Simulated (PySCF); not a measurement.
An unknown is described by computed data only.

Formula: C2H4FNOSi.

- Triplet: lowest triplet excitation (Tamm–Dancoff): 6.78 eV [TDA CAM-B3LYP/def2-SVPD]
- Dipole: 2.78 D [CAM-B3LYP/def2-SVPD]
- XPS: Si2p3/2 108.6, C1s 290.8, C1s 295.2, N1s 405.7, O1s 539.6, F1s 692.4, Si1s 1848.7 eV [ΔSCF SCAN, pcX-2 on the ionised atom, pcseg-1 elsewhere, spin-free X2C, 2p3/2 from a spin–orbit splitting computed afterwards within the 2p shell]
- Polarisability: 56.9 au [CAM-B3LYP/def2-SVPD]
- UV, strongest line: among the 8 lowest singlet transitions: S8 at 9.26 eV (134 nm, f = 0.235) [TDDFT CAM-B3LYP/def2-SVPD]
- Rotational structure: rotational constants A, B, C: 5.821, 1.545, 1.306 GHz [GFN2-xTB]
- UV, first state: lowest singlet excitation: 7.21 eV (172 nm, f = 0.002) [TDDFT CAM-B3LYP/def2-SVPD]

The electronic properties come from PySCF, for the isolated species, density fitting. Levels stand in brackets. Isolated species at its GFN2-xTB geometry (one conformer only).

Question: Propose a structure and show how it fits.

Answer: Numbering: `[CH3:1][Si@@H:2]([F:3])[N:4]=[C:5]=[O:6]`. Its formula, C2H4FNOSi, gives 2 degrees of unsaturation: 0 rings and 2 π bonds in the structure found. The core levels belong to: Si2p3/2 108.6 eV, fluorine-bound silicon [Si2]; C1s 290.8 eV, Si-methyl carbon [C1]; C1s 295.2 eV, isocyanate carbon [C5]; N1s 405.7 eV, isocyanate nitrogen [N4]; O1s 539.6 eV, oxygen bonded to C [O6]; F1s 692.4 eV, silicon-bound fluorine [F3]; Si1s 1848.7 eV, fluorine-bound silicon [Si2]. The optimised geometry has point group C1 and is an asymmetric top. Structure: methylfluoroisocyanate silane (`F[Si@@H](N=C=O)C`). The assignments are read from this structure; whether some other isomer fits the data as well wasn't checked. The mirror image fits equally.

Shape of the structure used: `[CH3:1][Si@@H:2]([F:3])[N:4]=[C:5]=[O:6]`: C1–Si2–N4–C5 62°.
